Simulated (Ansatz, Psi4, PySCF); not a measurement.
C$_{4}$H$_{12}$BNO (SMILES CB(O)NC(C)C), singlet, at a GFN2-xTB geometry, atoms displaced at random by about 0.03 Å a coordinate. Base run: PySCF with HF/STO-3G, gradient.

Here is a job for PySCF.
```python
from pyscf import gto, scf

mol = gto.Mole()
mol.atom = '''
    B    -0.306959    0.883645    1.064114
    C    -0.249912   -0.150639    2.219979
    H     0.858547   -0.602106    2.342529
    H    -0.902313   -0.943433    2.125137
    H    -0.385096    0.351985    3.207857
    N    -0.098059    0.402098   -0.280274
    C     0.282409   -0.838346   -0.771077
    C    -0.864266   -1.334507   -1.752506
    C     1.566826   -0.822126   -1.479913
    H    -0.132246    1.237154   -0.987436
    H     0.270326   -1.524513    0.075617
    H    -0.663513   -2.301296   -2.086101
    H    -1.860633   -1.293674   -1.210402
    H    -0.880467   -0.696410   -2.646985
    H     1.853966   -1.873629   -1.770752
    H     1.582135   -0.164403   -2.342594
    H     2.400530   -0.528136   -0.797850
    O    -0.576570    2.215922    1.166569
    H    -0.681872    2.456830    2.084155
'''
mol.basis = 'sto-3g'
mol.charge = 0
mol.spin = 0
mol.verbose = 4
mol.build()

mf = scf.RHF(mol)
mf.kernel()
g = mf.nuc_grad_method()
grad = g.kernel()
```

Programs used: Ansatz (a program for electronic structure), Psi4, PySCF; a row that names a program was run with it.

The coordinate followed is x of atom 7.

Variants of this job, named by their change:

| change | dE/dx (Eh/bohr) | net force (Eh/bohr) |
|---|---|---|
| base | 0.075445 | 0.000000 |
| finite difference step (bohr) = 1e-3; conv_tol = 1e-11 | 0.075445 | - |
| density fitting = on; auxbasis_response = off | 0.075285 | 0.003064 |
| finite difference step (bohr) = 0.2; conv_tol = 1e-11 | (withheld) | - |
| conv_tol = 1e-6 | 0.075441 | 0.000000 |
| finite difference step (bohr) = 1e-5; conv_tol = 1e-11 | 0.075445 | - |
| density fitting = on | 0.075443 | 0.000000 |
| finite difference step (bohr) = 0.01; conv_tol = 1e-11 | 0.075454 | - |
| code = psi4 | 0.075442 | 0.000000 |
| conv_tol = 1e-11 | 0.075445 | 0.000000 |
| code = ansatz | 0.075443 | 0.000000 |
| conv_tol = 1e-4 | 0.075440 | 0.000000 |

Task: Some entries are withheld; supply them.

Result: 
- finite difference step (bohr) = 0.2; conv_tol = 1e-11, dE/dx (Eh/bohr): 0.079093

The net force is zero for an exact gradient.
